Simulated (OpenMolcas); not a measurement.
neutral arsenic: thermal populations, worked from levels

```
Program             : OpenMolcas 26.06
Basis               : ANO-RCC [9s8p6d4f2g]
Scalar Hamiltonian  : DKH2, point nucleus
Active space        : 3 electrons in 9 orbitals (RAS2 4p; RAS3 4d 5s, at most 1 electron)
State averaging     : 2S+1 = 4 odd, 1 root; 2S+1 = 2 odd, 8 roots; 2S+1 = 4 even, 15 roots; 2S+1 = 2 even, 18 roots
Spin-orbit coupling : RASSI with atomic mean-field integrals over the reference wave functions, term energies averaged over their components
```

Methods: RASSCF; MS-RASPT2, IPEA 0.25 Eh, imaginary shift 0.1 Eh (closed shells correlated: 3d 4s). Measured levels: NIST Handbook of Basic Atomic Spectroscopic Data.

**Thermal populations.** Z = Σ (2J + 1) exp(-E/kT) with k = 0.695035 cm-1/K, over the levels below. No other level of either list lies under 54100 cm-1, which is above 7 kT at each temperature.

```json
{"Level": "4s2 4p3 4S* 3/2", "2J + 1": "4", "MS-RASPT2": "0.0", "measured": "0.0"}
{"Level": "4s2 4p3 2D* 3/2", "2J + 1": "4", "MS-RASPT2": "11260", "measured": "10593"}
{"Level": "4s2 4p3 2D* 5/2", "2J + 1": "6", "MS-RASPT2": "11440", "measured": "10915"}
{"Level": "4s2 4p3 2P* 1/2", "2J + 1": "2", "MS-RASPT2": "21560", "measured": "18186"}
{"Level": "4s2 4p3 2P* 3/2", "2J + 1": "4", "MS-RASPT2": "21800", "measured": "18648"}
{"Level": "4s2 4p2 5s 4P 1/2", "2J + 1": "2", "MS-RASPT2": "50630", "measured": "50694"}
{"Level": "4s2 4p2 5s 4P 3/2", "2J + 1": "4", "MS-RASPT2": "51270", "measured": "51610"}
{"Level": "4s2 4p2 5s 4P 5/2", "2J + 1": "6", "MS-RASPT2": "52380", "measured": "52898"}
{"Level": "4s2 4p2 5s 2P 1/2", "2J + 1": "2", "MS-RASPT2": "52930", "measured": "53136"}
```

```
T (K)  Z, MS-RASPT2  Z, measured levels  Ground level (%), MS-RASPT2  Ground level (%), measured levels
 5000         4.391               4.479                         91.1                               89.3
 8000         5.417               5.655                         73.8                               70.7
```

At 8000 K, kT = 5560 cm-1, and the computed levels give Z = 4.000 + 0.528 + 0.767 + 0.041 + 0.079 + 0.000 + 0.000 + 0.000 + 0.000 = 5.417.

Term energies are means over components that CASPT2 splits; among the terms shown or strongly mixed into the levels shown the widest spread is 400 cm-1 (4s2 4p3 2D*, MS-RASPT2). ANO sets are built for valence states and can reach diffuse excited orbitals poorly, and with the s shell closed the s pⁿ⁺¹ terms that mix with these levels are absent. With the s shell closed, the reference lacks s² → p² mixing. Without dynamic correlation excited terms often stand tens of per cent too high (terms of higher spin than the ground term too low), and those without a measured partner can miss by more than the paired ones (holds for RASSCF). Some terms miss by over 15 % even with CASPT2, which points to a basis or an active space too small for the shells correlated (holds for MS-RASPT2). Measured partners are found by configuration, term and J. A level has none where our copy of the source lacks it or the pairing is in doubt (some pairs that miss far off the trend of their configuration count as doubtful), and it then counts in no deviation. Levels of configurations outside the active space are missing.

* marks odd parity.
